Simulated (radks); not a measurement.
Values are calculated unless marked as measured or tabulated.
Question: B-, 6 electrons, occupied as [He] 2s2 2p2. Code: a radial shooting solver on a logarithmic mesh with Libxc functionals. Model: scalar-relativistic Kohn-Sham, LDA (Slater exchange, VWN5 correlation), spin-polarised, spherical densities, point nucleus; open shells are filled with parallel spins first; hard spherical wall at 4 bohr. Some entries of the table are withheld. Estimate them.

| orbital | occ. | eigenvalue (hartree) | r(max) (bohr) | <r> (bohr) |
|---|---|---|---|---|
| 1s up | 1 | -5.84154 | 0.2123 | 0.3338 |
| 1s down | 1 | -5.81700 | 0.2120 | 0.3323 |
| 2s up | 1 | 0.17334 | 1.599 | 1.831 |
| 2s down | 1 | 0.25686 | 1.637 | 1.862 |
| 2p up | 2 | 0.40783 | (1) | 1.841 |
| 2p down | 0 | 0.49076 | (2) | 1.881 |
| 3d up | 0 | 1.02417 | 2.554 | 2.462 |
| 3d down | 0 | 1.08453 | 2.584 | 2.484 |
| 3s up | 0 | 1.24240 | (3) | (4) |
| 3s down | 0 | 1.30755 | (5) | (6) |
| 3p up | 0 | 1.31828 | 2.944 | 2.100 |
| 3p down | 0 | 1.38728 | 2.963 | 2.079 |

Answer: 
(1) 2p up r(max) (bohr): 1.668
(2) 2p down r(max) (bohr): 1.748
(3) 3s up r(max) (bohr): 2.953
(4) 3s up <r> (bohr): 2.254
(5) 3s down r(max) (bohr): 2.969
(6) 3s down <r> (bohr): 2.242
